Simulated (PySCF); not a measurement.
Species: C₄H₁₁ClSi₂.
Z-matrix (Å and degrees, GFN2-xTB geometry), rows numbered from 1:
```
C 
C   1  1.3267
C   2  1.4997  1  120.95
Si  2  1.8927  1  122.55  3   178.98
Cl  4  2.0319  2  108.21  1   138.59
C   4  1.8972  2  112.66  1    17.84
Si  6  1.9065  4  116.68  2    66.54
H   1  1.0768  2  122.31  3   179.90
H   1  1.0800  2  121.90  3     0.03
H   3  1.0893  2  110.14  1   121.73
H   3  1.0890  2  109.99  1  -120.10
H   3  1.0881  2  111.40  1     0.78
H   4  1.4707  2  109.47  1  -106.04
H   6  1.0903  4  108.39  2  -171.35
H   6  1.0891  4  108.35  2   -56.98
H   7  1.4669  6  108.06  4  -173.72
H   7  1.4621  6  109.74  4    67.21
H   7  1.4640  6  110.17  4   -54.31
```

Method: TDDFT wB97X-D/def2-SVPD, vertical, gas phase, core orbitals frozen in the response in PySCF 2.14.0, density-fitted response routines.

Computed states:

```
state  E (eV)       f
   S1    6.65  0.0025
   S2    6.90   0.266
   S3    7.51   0.015
   S4    7.57   0.012
   S5    7.88  0.0007
   S6    8.07   0.019
   S7    8.22   0.040
   S8    8.27   0.033
```

Broadening: Gaussians 0.5 eV wide at half height, area fixed by f = 4.319×10⁻⁹ ∫ε dν̃. The width is an assumption, not a result. The curve ends short of the highest state used, and states not computed would add to its high-energy end.

(1) Give the broadened spectrum and its maxima.

(2) On this curve, what absorbance would a 10⁻⁵ mol/L sample give at 193 nm over a 1 cm path?

(3) Coming from long wavelengths, where does ε first pass 100 L mol⁻¹ cm⁻¹?

## Answers

(1) 
| λ (nm) | ε (L mol⁻¹ cm⁻¹) |
| --- | --- |
| 161.7 | 1515 |
| 163.9 | 1623 |
| 166.0 | 1788 |
| 168.1 | 2277 |
| 170.2 | 3565 |
| 172.3 | 5953 |
| 174.4 | 9167 |
| 176.5 | 12286 |
| 178.6 | 14175 |
| 180.7 | 14136 |
| 182.9 | 12168 |
| 185.0 | 9254 |
| 187.1 | 6254 |
| 189.2 | 3791 |
| 191.3 | 2080 |
| 193.4 | 1042 |
| 195.5 | 482 |
| 197.6 | 207 |
| 199.7 | 84 |
| 201.8 | 32 |
| 204.0 | 11 |
| 206.1 | 4 |
| 208.2 | 1 |
| 210.3 | 0 |

Maxima: 180 nm (6.90 eV), ε about 14000, made up of S2 (99%) (ε in L mol⁻¹ cm⁻¹; maxima over ε = 5, shares over 10%).

(2) 193 nm is 6.424 eV, where ε is about 1200 L mol⁻¹ cm⁻¹, so A = ε c l ≈ 0.012 (Beer–Lambert, with the gas-phase spectrum and the assumed width).

(3) At about 199 nm (6.22 eV), 0.42 eV below S1.

One conformer stands for the species.
